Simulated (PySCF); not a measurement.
revPBE single point of singlet Sc(OH)₃ at its PBE0 minimum.

Input, equivalent to the run apart from its starting density:

```python
from pyscf import gto, scf, dft
mol = gto.M(atom='''
Sc    -0.000000     0.000000    -0.000000
O      1.858954    -0.166881     0.000000
O     -0.784954     1.693342    -0.000000
O     -1.074000    -1.526461     0.000000
H      2.664111    -0.684455     0.000000
H     -0.739300     2.649415    -0.000000
H     -1.924811    -1.964960     0.000000''',
    basis={'Sc': 'def2-SVP', 'O': 'def2-SVP', 'H': 'def2-SVP'},
    charge=0, spin=0)
mf = dft.RKS(mol, xc='PBE_R,PBE')
mf.grids.atom_grid = (75, 302)
aux = {'Sc': 'def2-universal-JKFIT', 'O': 'def2-universal-JKFIT', 'H': 'def2-universal-JKFIT'}
mf = mf.density_fit(auxbasis=aux)
mf.conv_tol = 1e-08
mf.diis_space = 10
mf.max_cycle = 60
mf.verbose = 4
mf.kernel()
```

SCF log (excerpt):

```
init E= -987.915936009473
  HOMO = -0.214475169188038  LUMO = -0.0761035849606593  gap/eV = 3.76528
cycle= 1 E= -987.907079623731  delta_E= 0.00886  |g|= 0.223  |ddm|= 0.307
  HOMO = -0.240018493183066  LUMO = -0.0357360432038605  gap/eV = 5.55881
cycle= 2 E= -987.843415402553  delta_E= 0.0637  |g|= 0.551  |ddm|= 0.586
  HOMO = -0.214256689539189  LUMO = -0.0548665911190955  gap/eV = 4.33723
cycle= 3 E= -987.919865015269  delta_E= -0.0764  |g|= 0.0437  |ddm|= 0.395
  HOMO = -0.219519981609974  LUMO = -0.0623773143958148  gap/eV = 4.27607
cycle= 4 E= -987.920443767434  delta_E= -0.000579  |g|= 0.0115  |ddm|= 0.0609
  HOMO = -0.21884072741445  LUMO = -0.0612387578379092  gap/eV = 4.28857
cycle= 5 E= -987.920482403485  delta_E= -3.86e-05  |g|= 0.00239  |ddm|= 0.0104
  HOMO = -0.218817687159667  LUMO = -0.0610228752683732  gap/eV = 4.29382
cycle= 6 E= -987.920484044969  delta_E= -1.64e-06  |g|= 0.000131  |ddm|= 0.00205
  HOMO = -0.218825729771206  LUMO = -0.0610216510530992  gap/eV = 4.29407
cycle= 7 E= -987.920484048574  delta_E= -3.6e-09  |g|= 2.99e-05  |ddm|= 9.42e-05
  HOMO = -0.218828494986312  LUMO = -0.0610192969215455  gap/eV = 4.29421
Extra cycle  E= -987.920484047335  delta_E= 1.24e-09  |g|= 8.14e-05  |ddm|= 7.49e-05
converged SCF energy = -987.920484047335
```

This run, together with those of the ionised and electron-attached species (not shown), took 24 s on 2 threads of a shared Arm Neoverse V2 host, with 88 basis functions; the process peaked at 1.4 GiB.
